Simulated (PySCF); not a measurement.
A GIAO shielding run with PySCF 2.14.0 with density-fitted response routines (density fitting, non-relativistic, gas phase) on `C1[SiH](O[SiH3])CC=C1`, C4H10OSi2:

```
$ OMP_NUM_THREADS=1 python probes_run.py task.json out

{"job": {"kind": "nmr", "xc": "PBE0", "basis": "pcSseg-1"}, "charge": 0, "multiplicity": 1}
Si     2.867191    -1.074405     0.214629
O      1.455834    -0.711672    -0.492840
Si     0.055472    -0.034864    -0.952412
C     -1.465572    -0.937534    -0.244788
C     -2.172551     0.116025     0.556828
C     -1.641929     1.323856     0.642520
C     -0.348007     1.602326    -0.064991
H      3.106202    -2.478333    -0.110422
H      3.871566    -0.183485    -0.364283
H      2.727647    -0.861025     1.655093
H      0.139800     0.041550    -2.410096
H     -2.135496    -1.328459    -1.011724
H     -1.207899    -1.783120     0.396397
H     -3.098479    -0.146723     1.049159
H     -2.102514     2.121293     1.209341
H      0.414273     1.897682     0.658971
H     -0.472534     2.448920    -0.741292
```

Hardware: 1 thread of an Arm Neoverse V1, shared host. The job also computes population analyses, field gradients, ring-centre shieldings.

Q: How large is the calculation?

A: 70 electrons, 183 basis functions and 995 auxiliary functions.

Q: How long does it take, and how much memory does it need?

A: 30 s of wall time, with 14 SCF cycles and 4 response iterations; peak memory 0.88 GiB. Times on a shared host scatter by some tens of per cent.
